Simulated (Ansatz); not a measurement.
C2H9ClSSi2, SMILES `C[SiH2]S[SiH](C)Cl`. The species carries charge 0 and has multiplicity 1. Geometry: relaxed with PBE0-D4/def2-TZVP. It is one conformer, not always the lowest.

```xyz
15

C    -0.864   -2.339    1.082
Si   -0.212   -0.635    1.442
S    -1.415    0.883    0.504
Si   -0.346    1.161   -1.309
C     1.292    1.998   -1.081
Cl   -0.008   -0.643   -2.263
H    -0.266   -3.091    1.605
H    -0.824   -2.543    0.011
H    -1.900   -2.430    1.414
H     1.196   -0.491    0.986
H    -0.275   -0.338    2.896
H    -1.251    1.947   -2.178
H     1.779    2.138   -2.049
H     1.950    1.405   -0.443
H     1.144    2.976   -0.616
```

(1) What is the dipole moment at PBE/def2-TZVPP? (Estimate.)

(2) And with r2SCAN, B3LYP, ωB97M-V? (An estimate is asked.)

(3) Give the Mulliken charges with PBE, B3LYP, ωB97M-V in def2-TZVPP. (Estimate.)

Results:

(1) Computed: 1.11 D, with components (0.98, 0.02, 0.52) D in this frame, pointing from negative to positive charge.

(2) Ansatz gave: r2SCAN 1.16 D, B3LYP 1.14 D, ωB97M-V 1.14 D.

(3) Computed: 
```csv
atom,PBE,B3LYP,ωB97M-V
C1,-0.34,-0.35,-0.41
Si2,0.28,0.36,0.25
S3,-0.29,-0.34,-0.29
Si4,0.42,0.51,0.39
C5,-0.35,-0.36,-0.42
Cl6,-0.23,-0.26,-0.22
H7,0.11,0.10,0.12
H8,0.11,0.11,0.12
H9,0.11,0.11,0.12
H10,-0.05,-0.07,-0.02
H11,-0.06,-0.07,-0.02
H12,-0.06,-0.07,-0.02
H13,0.12,0.11,0.13
H14,0.11,0.11,0.12
H15,0.11,0.11,0.13
```

B3LYP here is the variant with VWN-RPA as its local correlation; programs differ in this.
